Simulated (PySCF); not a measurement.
## Polarisability and C₆ of In⁻ (indium, charge -1)

[Kr] 4d10 5s2 5p2, high-spin 3P determinant. Computed with PySCF 2.14 in x2c-QZVPPall with one added diffuse shell each of s, p, d, f type (14s10p8d5f1g, 128 functions), with the spin-free X2C one-electron Hamiltonian (Gaussian nucleus). Coupled (time-dependent) response in atomic units; α is the mean over directions.

```json
{"method": "UHF", "mean α (bohr³)": "426.9", "α xx, yy, zz": "201.2, 539.8, 539.6", "C₆ (like pair)": "9047", "S(−4)": "165700"}
```

S(−4) is the Cauchy moment in α(ω) = α(0) + S(−4) ω² + …

Spin-orbit coupling is absent.

α(iu) at UHF:

| u (hartree) | α(iu) (bohr³) |
| --- | --- |
| 0 | 426.9 |
| 0.0500 | 252.0 |
| 0.100 | 142.7 |
| 0.200 | 63.12 |
| 0.300 | 35.91 |
| 0.500 | 16.99 |
| 0.750 | 9.463 |
| 1.00 | 6.356 |
| 1.50 | 3.696 |
| 2.00 | 2.514 |
| 3.00 | 1.420 |
| 5.00 | 0.6450 |

For an ion, C₆ is the dispersion term alone; charge-induced terms of lower order in 1/R come first.

The components differ because the open shell of this determinant is not spherical; for a pure term their mean is the scalar polarisability.
